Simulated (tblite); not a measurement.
What does the GFN2-xTB structure of `[C]#CC1=C(F)CC=C1` [radical] look like in three dimensions? (Doublet state.)

Z-matrix in Å and degrees, rows numbered from 1:
```
C 
C   1  1.2133
C   2  1.4074  1  160.68
C   3  1.3594  2  127.86  1    92.80
F   4  1.3313  3  127.46  2    -1.86
C   4  1.4890  3  111.14  2   176.85
C   6  1.4950  4  101.55  3     1.51
C   7  1.3386  6  110.31  4    -0.63
H   6  1.0929  4  111.80  3   121.67
H   6  1.0930  4  111.73  3  -118.49
H   7  1.0741  6  122.69  4  -179.95
H   8  1.0742  3  122.71  2     1.91
```

C4 (carbon bonded to 2 C and F) is planar (angles 127.5°, 121.4° and 111.1°, sum 360.0°, 0.01 Å off the plane of its three neighbours). The C–C distances run from 1.213 Å (C1≡C2, drawn triple) to 1.495 Å (C6–C7, drawn single), a spread of 0.282 Å. C8 (carbon bonded to 2 C and H) is planar (angles 127.5°, 122.7° and 109.8°, sum 360.0°, 0.01 Å off the plane of its three neighbours). The 5-membered ring C3–C4–C6–C7–C8 has internal angles of 101.5° to 111.1°; it is planar, 0.01 Å rms from its mean plane, widest ring torsion 2°.

The geometry is computed with GFN2-xTB (gas phase). This method treats the open shell by occupation alone, without spin polarisation.

Point group: near Cs, missed by 0.37 Å at most; the miss may be what the optimiser left on a soft mode. Its GFN2-xTB frequencies are all real (lowest 119 cm⁻¹). Torsions: C1–C2–C3–C4 93°.

One conformer stands for the species.
